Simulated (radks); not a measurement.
Neutral bismuth inside a hard spherical wall (all orbitals vanish at R), configuration held at [Hg] 6p3 and not refilled when levels cross. Calculated with a radial shooting solver on a logarithmic mesh with Libxc functionals: scalar-relativistic Kohn-Sham, r2SCAN, spin-polarised, spherical densities, finite nucleus; open shells are filled with parallel spins first (spin-orbit coupling, left out, can overturn this in heavy ions); meta-GGA in the generalised Kohn-Sham scheme; Fermi nuclear charge, rms radius 5.5211 fm. Eigenvalues in eV for spin up, with the zero of energy where the potential of the charges vanishes at infinity; a dash marks a level that is unbound or too diffuse for the functional's potential to be trusted. A positive occupied level is held by the wall or, in an anion where self-interaction has pushed it up, behind a barrier. The pressure on the wall is -dE/dV.

R (bohr)  E (hartree)  kinetic (hartree)    e(5p)    e(5d)    e(6s)   e(6p)  e(7s, empty)  e(6d, empty)  pressure (GPa)
free      -21526.8748          24400.224  -97.984  -27.660  -15.637  -5.539             -             -               0
20        -21526.8748          24400.224  -97.984  -27.660  -15.637  -5.539             -             -        < 0.0001
15        -21526.8748          24400.224  -97.984  -27.660  -15.637  -5.539        -0.120         1.350        < 0.0001
12        -21526.8748          24400.225  -97.982  -27.658  -15.635  -5.538         0.090         1.776        0.000413
10        -21526.8746          24400.227  -97.962  -27.638  -15.618  -5.522         0.501         2.259         0.00774
6         -21526.8339          24400.497  -96.759  -26.475  -14.733  -4.465         6.568         6.264            3.39
4         -21526.2850          24403.143  -90.931  -21.044   -9.885   2.623        32.814        20.967             126
3.5       -21525.6256          24406.008  -86.848  -17.312   -5.586   8.898        52.739        32.030             376
3         -21524.0320          24412.621  -79.705  -10.694    3.420  21.573        89.185        52.365            1290
2         -21505.6617          24481.174  -37.421   34.057   84.455  125.15        328.05        188.23           29200
1.5       -21449.1401          24666.123   39.924   127.27   285.27  356.35        778.53        449.33          232000
